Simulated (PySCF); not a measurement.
## Bond length, frequency and bond energy of KB⁺ by level of theory

State: ²Σ⁺ (doublet), unpaired electrons σ ↑. Set-up: basis K x2c-SVPall, B x2c-SVPall; spin-free X2C with a Gaussian nucleus; PySCF 2.14. De refers to K⁺ + B in their high-spin ground configurations, without counterpoise correction. The functionals are run spin-unrestricted. A positive dipole points towards B; it is taken about the centre of mass and depends on that origin.

```json
{"Level": "UHF", "Re (Å)": "3.494", "ωe (cm⁻¹)": "129", "De (eV)": "0.289", "μ (D)": "-2.40"}
{"Level": "UHF-MP2", "Re (Å)": "3.466", "ωe (cm⁻¹)": "131", "De (eV)": "0.307", "μ (D)": "n/a"}
{"Level": "UHF-SCS-MP2", "Re (Å)": "3.478", "ωe (cm⁻¹)": "130", "De (eV)": "0.301", "μ (D)": "n/a"}
{"Level": "UHF-CCSD", "Re (Å)": "3.483", "ωe (cm⁻¹)": "129", "De (eV)": "0.299", "μ (D)": "n/a"}
{"Level": "UHF-CCSD(T)", "Re (Å)": "3.481", "ωe (cm⁻¹)": "129", "De (eV)": "0.300", "μ (D)": "n/a"}
{"Level": "PBE", "Re (Å)": "3.423", "ωe (cm⁻¹)": "129", "De (eV)": "0.364", "μ (D)": "-2.06"}
{"Level": "r²SCAN", "Re (Å)": "3.433", "ωe (cm⁻¹)": "129", "De (eV)": "0.319", "μ (D)": "-2.24"}
{"Level": "TPSSh", "Re (Å)": "3.415", "ωe (cm⁻¹)": "130", "De (eV)": "0.325", "μ (D)": "-2.21"}
{"Level": "PBE0", "Re (Å)": "3.401", "ωe (cm⁻¹)": "133", "De (eV)": "0.341", "μ (D)": "-2.17"}
{"Level": "M06", "Re (Å)": "3.379", "ωe (cm⁻¹)": "131", "De (eV)": "0.330", "μ (D)": "-2.13"}
{"Level": "BHandHLYP", "Re (Å)": "3.384", "ωe (cm⁻¹)": "137", "De (eV)": "0.329", "μ (D)": "-2.24"}
```

Problem. Which functional lies closest to UHF-CCSD(T) in De, which farthest, and by how much do they differ from it?

Solution. Closest is r²SCAN (-4.8 pm in Re, +0.0 % in ωe, +0.02 eV in De against UHF-CCSD(T) in the same basis), farthest PBE (-5.8 pm in Re, +0.0 % in ωe, +0.06 eV in De). CCSD(T) converges more slowly with the basis than the functionals do and binds too weakly in this one, so the order can change at the basis-set limit.

Problem. What does a quarter of exact exchange do here, going from PBE to PBE0?

Solution. PBE0 less PBE: -2.2 pm in Re, +3.1 % in ωe, -0.02 eV in De. Exact exchange removes part of the self-interaction that spreads semilocal densities, and in most molecules shortens and stiffens the bond and lowers De; so it does here.

Problem. What does second-order correlation do here, going from UHF to UHF-MP2?

Solution. UHF-MP2 less UHF: -2.8 pm in Re, +1.6 % in ωe, +0.02 eV in De. Correlation nearly always deepens the well. The bond shortens, as in weak, metallic or heavy-atom bonds, where dispersion and the correlation of outer-core electrons pull the atoms together.

Correlated steps freeze 6 core orbitals. The bond is weak. Basis-set superposition, not corrected here, can be much of De in a small basis, most of all at correlated wavefunction levels. For an ion De counts to the pair picked by the measured ionisation energies or electron affinities, which need not be the lowest pair at this level. The state was picked by a PBE0 search and need not be the measured ground state.
